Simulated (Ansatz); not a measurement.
F2Sr (SMILES [F][Sr][F]) moved off its minimum; all values from Ansatz (a first-principles code), cores frozen in correlated methods. Elements past Kr take the def2 small-core potentials, without spin–orbit coupling.
(charge 0, multiplicity 1)
```xyz
3

Sr     0.31133    -0.01024    -0.01132
F     -0.91380     1.41658    -1.20776
F     -0.30747    -1.49516     1.35042
```

Forces at r2SCAN/def2-TZVPP (eV/Å):

| atom | Fx | Fy | Fz |
|---|---|---|---|
| Sr1 | -0.654 | 0.730 | -0.610 |
| F2 | 0.637 | -0.714 | 0.598 |
| F3 | 0.017 | -0.016 | 0.013 |

### Question
Give the forces (eV/Å), the total energy and the dipole at CCSD(T)/def2-TZVPPD.

### Answer

```
atom      Fx      Fy      Fz
----  ------  ------  ------
Sr1   -0.180   0.903  -0.794
F2     0.349  -0.313   0.258
F3    -0.169  -0.590   0.536
```
Energy -230.0356 hartree, dipole 6.67 D.
